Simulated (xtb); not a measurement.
Job for xtb: GFN2-xTB on RuCl, 2S+1 = 6, a spin state set in the input, which need not be the lowest, a point of a bond scan (R = 2.495 Å).

```
$ xtb mol.xyz --gfn 2 --sp --chrg 0 --uhf 5
2

Ru     0.00000000     0.00000000     0.00000000
Cl     0.00000000     0.00000000     2.49454100
```

The log:

```
[...]
           -------------------------------------------------
          |                Calculation Setup                |
           -------------------------------------------------



           -------------------------------------------------
          |                 G F N 2 - x T B                 |
           -------------------------------------------------

        Reference                      10.1021/acs.jctc.8b01176
      * Hamiltonian:
        H0-scaling (s, p, d)           1.850000    2.230000    2.230000
        zeta-weighting                 0.500000
      * Dispersion:
        s8                             2.700000
        a1                             0.520000
        a2                             5.000000
        s9                             5.000000
      * Repulsion:
        kExp                           1.500000    1.000000
        rExp                           1.000000
      * Coulomb:
        alpha                          2.000000
        third order                    shell-resolved
        anisotropic                    true
        a3                             3.000000
        a5                             4.000000
        cn-shift                       1.200000
        cn-exp                         4.000000
        max-rad                        5.000000


          ...................................................
          :                      SETUP                      :
          :.................................................:
          :  # basis functions                  20          :
          :  # atomic orbitals                  18          :
          :  # shells                            6          :
          :  # electrons                        15          :
          :  max. iterations                   250          :
          :  Hamiltonian                  GFN2-xTB          :
          :  restarted?                      false          :
          :  GBSA solvation                  false          :
          :  PC potential                    false          :
          :  electronic temp.          300.0000000     K    :
          :  accuracy                    1.0000000          :
          :  -> integral cutoff          0.2500000E+02      :
          :  -> integral neglect         0.1000000E-07      :
          :  -> SCF convergence          0.1000000E-05 Eh   :
          :  -> wf. convergence          0.1000000E-03 e    :
          :  Broyden damping             0.4000000          :
          :  net charge                          0          :
          :  unpaired electrons                  5          :
          ...................................................

 iter      E             dE          RMSdq      gap      omega  full diag
   1     -5.3438444 -0.534384E+01  0.329E+01    4.26       0.0  T
   2     -0.1215028  0.522234E+01  0.481E+01    0.00       1.0  T
   3     -7.2666839 -0.714518E+01  0.972E+00    2.81       1.0  T
   4     -7.4154829 -0.148799E+00  0.108E+01    2.66       1.0  T
   5     -7.4247537 -0.927082E-02  0.966E+00    2.75       1.0  T
   6     -7.4264918 -0.173803E-02  0.924E+00    2.73       1.0  T
   7     -6.9362941  0.490198E+00  0.278E+01    2.14       1.0  T
   8     -7.3578122 -0.421518E+00  0.122E+01    2.82       1.0  T
   9     -7.4260856 -0.682735E-01  0.766E+00    3.50       1.0  T
  10     -7.4241228  0.196281E-02  0.495E+00    3.37       1.0  T
  11     -7.4288323 -0.470952E-02  0.534E+00    3.41       1.0  T
  12     -7.4319651 -0.313280E-02  0.461E+00    3.33       1.0  T
  13     -7.4322391 -0.273988E-03  0.433E+00    3.30       1.0  T
  14     -7.4220064  0.102328E-01  0.486E+00    3.16       1.0  T
  15     -7.4276478 -0.564140E-02  0.506E+00    3.39       1.0  T
  16     -7.4319269 -0.427918E-02  0.370E+00    3.26       1.0  T
  17     -7.2962936  0.135633E+00  0.152E+01    3.10       1.0  T
  18     -7.4241776 -0.127884E+00  0.677E+00    3.51       1.0  T
  19     -7.4297749 -0.559727E-02  0.392E+00    3.24       1.0  T
  20     -7.4375968 -0.782191E-02  0.106E+00    3.15       1.0  T
  21     -7.4345207  0.307610E-02  0.253E+00    3.13       1.0  T
  22     -7.4325952  0.192552E-02  0.316E+00    3.20       1.0  T
  23     -7.3986264  0.339688E-01  0.806E+00    3.12       1.0  T
  24     -7.4290697 -0.304434E-01  0.437E+00    3.29       1.0  T
  25     -7.4330509 -0.398114E-02  0.308E+00    3.18       1.0  T
  26     -7.4221612  0.108897E-01  0.520E+00    3.12       1.0  T
  27     -7.4305887 -0.842754E-02  0.381E+00    3.24       1.0  T
  28     -7.4378402 -0.725144E-02  0.806E-01    3.15       1.0  T
  29     -7.4363919  0.144830E-02  0.173E+00    3.14       1.0  T
  30     -7.4348076  0.158433E-02  0.245E+00    3.17       1.0  T
  31     -7.4187515  0.160560E-01  0.569E+00    3.13       1.0  T
  32     -7.4308789 -0.121274E-01  0.373E+00    3.23       1.0  T
  33     -7.4367099 -0.583101E-02  0.164E+00    3.16       1.0  T
  34     -7.4332165  0.349344E-02  0.290E+00    3.13    
[...]
 0.527E-01    3.15       1.0  T
  66     -7.4380416 -0.554096E-04  0.421E-01    3.15       1.0  T
  67     -7.4380687 -0.270922E-04  0.364E-01    3.15       1.0  T
  68     -7.4380988 -0.301307E-04  0.281E-01    3.15       1.0  T
  69     -7.4381127 -0.138084E-04  0.237E-01    3.15       1.0  T
  70     -7.4381269 -0.142674E-04  0.176E-01    3.15       1.0  T
  71     -7.4381329 -0.596220E-05  0.144E-01    3.15       1.0  T
  72     -7.4381387 -0.586235E-05  0.102E-01    3.15       1.0  T
  73     -7.4381409 -0.217045E-05  0.820E-02    3.15       1.0  T
  74     -7.4381430 -0.209326E-05  0.553E-02    3.15       1.3  T
  75     -7.4381437 -0.685902E-06  0.434E-02    3.15       1.6  T
  76     -7.4381444 -0.677550E-06  0.264E-02    3.15       2.7  T
  77     -7.4381446 -0.200608E-06  0.188E-02    3.15       3.8  T
  78     -7.4381447 -0.170815E-06  0.748E-03    3.15       9.5  T
  79     -7.4381448 -0.248424E-07  0.361E-03    3.15      19.6  T
  80     -7.4381448 -0.675101E-08  0.114E-03    3.15      62.0  T
  81     -7.4381448 -0.271621E-09  0.906E-04    3.15      78.1  T
  82     -7.4381448 -0.473091E-09  0.374E-05    3.15    1892.8  T

   *** convergence criteria satisfied after 82 iterations ***

         #    Occupation            Energy/Eh            Energy/eV
      -------------------------------------------------------------
         1        2.0000           -1.0288895             -27.9975
       ...           ...                  ...                  ...
         4        1.9246           -0.4126392             -11.2285
         5        1.5754           -0.4105468             -11.1715
         6        1.5754           -0.4105468             -11.1715
         7        1.0000           -0.3871988             -10.5362
         8        1.0000           -0.3871988             -10.5362
         9        1.0000           -0.3866094             -10.5202
        10        1.0000           -0.2258028              -6.1444 (HOMO)
        11                         -0.1101070              -2.9962 (LUMO)
        12                         -0.1101070              -2.9962
        13                          0.0572048               1.5566
        14                          0.0572048               1.5566
        15                          0.0604296               1.6444
       ...                                ...                  ...
        18                          0.4038976              10.9906
      -------------------------------------------------------------
                  HL-Gap            0.1156958 Eh            3.1482 eV
             Fermi-level           -0.2891065 Eh           -7.8670 eV

 SCC (total)                   0 d,  0 h,  0 min,  0.018 sec
 SCC setup                      ...        0 min,  0.000 sec (  1.267%)
 Dispersion                     ...        0 min,  0.000 sec (  0.229%)
 classical contributions        ...        0 min,  0.000 sec (  0.163%)
 integral evaluation            ...        0 min,  0.001 sec (  5.204%)
 iterations                     ...        0 min,  0.016 sec ( 88.349%)
 molecular gradient             ...        0 min,  0.001 sec (  3.909%)
 printout                       ...        0 min,  0.000 sec (  0.744%)

         :::::::::::::::::::::::::::::::::::::::::::::::::::::
         ::                     SUMMARY                     ::
         :::::::::::::::::::::::::::::::::::::::::::::::::::::
         :: total energy              -7.437923795866 Eh    ::
         :: gradient norm              0.021636345086 Eh/a0 ::
         :: HOMO-LUMO gap              3.148242598469 eV    ::
         ::.................................................::
         :: SCC energy                -7.438144772874 Eh    ::
         :: -> isotropic ES            0.001360855108 Eh    ::
         :: -> anisotropic ES         -0.002060810281 Eh    ::
         :: -> anisotropic XC          0.002897154806 Eh    ::
         :: -> dispersion             -0.001164213334 Eh    ::
         :: repulsion energy           0.000220977008 Eh    ::
         :: add. restraining           0.000000000000 Eh    ::
         :: total charge               0.000000000031 e     ::
         :::::::::::::::::::::::::::::::::::::::::::::::::::::

           -------------------------------------------------
          |                Property Printout                |
           -------------------------------------------------

    * Orbital Energies and Occupations

         #    Occupation            Energy/Eh            Energy/eV
      -------------------------------------------------------------
         1        2.0000           -1.0288895             -27.9975
         2        2.0000           -0.4238508             -11.5336
         3        1.9246           -0.4126392             -11.2285
         4        1.9246           -0.4126392             -11.2285
         5        1.5754           -0.4105468             -11.1715
         6        1.5754           -0.4105468             -11.1715
Note: The following floating-point exceptions are signalling: IEEE_UNDERFLOW_FLAG IEEE_DENORMAL
normal termination of xtb
         7        1.0000           -0.3871988             -10.5362
         8        1.0000           -0.3871988             -10.5362
         9        1.0000           -0.3866094             -10.5202
        10        1.0000           -0.2258028              -6.1444 (HOMO)
        11                         -0.1101070              -2.9962 (LUMO)
        12                         -0.1101070              -2.9962
        13                          0.0572048               1.5566
        14                          0.0572048               1.5566
        15                          0.0604296               1.6444
        16                          0.0604296               1.6444
        17                          0.0619492               1.6857
        18                          0.4038976              10.9906
      -------------------------------------------------------------
                  HL-Gap            0.1156958 Eh            3.1482 eV
             Fermi-level           -0.2891065 Eh           -7.8670 eV

     #   Z          covCN         q      C6AA      α(0)
     1  44 Ru       0.756     0.335   568.323    61.677
     2  17 Cl       0.756    -0.335   109.730    16.023

 Mol. C6AA /au·bohr⁶  :       1139.284266
 Mol. C8AA /au·bohr⁸  :      92268.195312
 Mol. α(0) /au        :         77.700149


Wiberg/Mayer (AO) data.
largest (>0.10) Wiberg bond orders for each atom

 ---------------------------------------------------------------------------
     #   Z sym  total        # sym  WBO       # sym  WBO       # sym  WBO
 ---------------------------------------------------------------------------
     1  44 Ru   0.910 --     2 Cl   0.910
     2  17 Cl   0.910 --     1 Ru   0.910
 ---------------------------------------------------------------------------

Topologies differ in total number of bonds
Writing topology from bond orders to xtbtopo.mol

molecular dipole:
                 x           y           z       tot (Debye)
 q only:        0.000       0.000      -1.579
   full:        0.000      -0.000      -0.955       2.427
molecular quadrupole (traceless):
                xx          xy          yy          xz          yz          zz
 q only:        3.722       0.000       3.722       0.000       0.000      -7.445
  q+dip:        3.250       0.000       3.250      -0.000       0.000      -6.500
   full:        3.731       0.000       3.731      -0.000       0.000      -7.463


           -------------------------------------------------
          | TOTAL ENERGY               -7.437923795866 Eh   |
          | GRADIENT NORM               0.021636345086 Eh/α |
          | HOMO-LUMO GAP               3.148242598469 eV   |
           -------------------------------------------------

------------------------------------------------------------------------
------------------------------------------------------------------------
 total:
 SCF:
```

The run finished.

Cost: very roughly 0.08 core-seconds.
